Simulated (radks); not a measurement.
Results of a calculation; reference values are marked as such.
Task: The mean radii <r> (bohr) of the occupied orbitals of an atom or ion are listed with their occupations. Code: a radial shooting solver on a logarithmic mesh with Libxc functionals. Model: scalar-relativistic Kohn-Sham, PBE, spin-polarised, spherical densities, finite nucleus; Fermi nuclear charge, rms radius of each element as measured or else 0.836 A^(1/3) + 0.57 fm.

orbital  occ.      <r>
1s up       1  0.03517
1s down     1  0.03517
2s up       1   0.1537
2s down     1   0.1537
2p up       3   0.1340
2p down     3   0.1339
3s up       1   0.4288
3s down     1   0.4288
3p up       3   0.4306
3p down     3   0.4304
3d up       5   0.4153
3d down     5   0.4148
4s up       1    1.102
4s down     1    1.095
4p up       3    1.223
4p down     2    1.217
4d up       5    1.717
5s up       1    3.028

Name the element and its charge. Open shells, if any, are filled with parallel spins first.

Result: Z = 42, molybdenum, charge +1: Mo+ in [Ar] 3d10 4s2 4p5 4d5 5s1. The 1s radius gives Z: for a bare nucleus <r> = (2 gamma + 1)/(2Z) with gamma = sqrt(1 - (Z/c)^2), 0.03457 bohr for Z = 42, and screening makes it slightly larger (0.03517 here). The occupations add up to 41, and the charge is Z minus that.
